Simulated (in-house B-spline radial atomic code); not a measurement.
A fraction x of an electron is moved 4p → 5p in neutral molybdenum, starting from [Kr] 4d5 5s1 and keeping the highest spin. All numbers are computed (scalar-relativistic (X2C) OLYP, spin-polarised, spherical fractional occupations; Fermi nucleus of rms radius 4.4091 fm) with an all-electron radial atomic-structure program (B-spline basis), not measured.

```tsv
x	E(x) - E(0) (eV)	4p down level (eV)	5p up level (eV)
0	0.0000	-36.014	-
0.125	4.4001	-36.559	-1.148
0.25	8.8530	-37.100	-1.267
0.375	13.3579	-37.637	-1.395
0.5	17.9131	-38.173	-1.532
0.625	?	?	?
0.75	27.1712	-39.239	-1.818
0.875	?	?	?
1	36.6225	-40.297	-2.109
```

(1) What belongs in the row x = 0.625?

(2) What belongs in the row x = 0.875?

(3) Check Janak's theorem between x = 0.125 and 0.25.

## Answers

(1) An energy change of 22.5178 eV; 4p down at -38.707 eV, 5p up at -1.673 eV.

(2) An energy change of 31.8729 eV; 4p down at -39.769 eV, 5p up at -1.963 eV.

(3) The slope of the energy is 35.62 eV; the orbital levels give 35.62 eV (ε of the receiving orbital less ε of the emptying one, averaged over the two points).
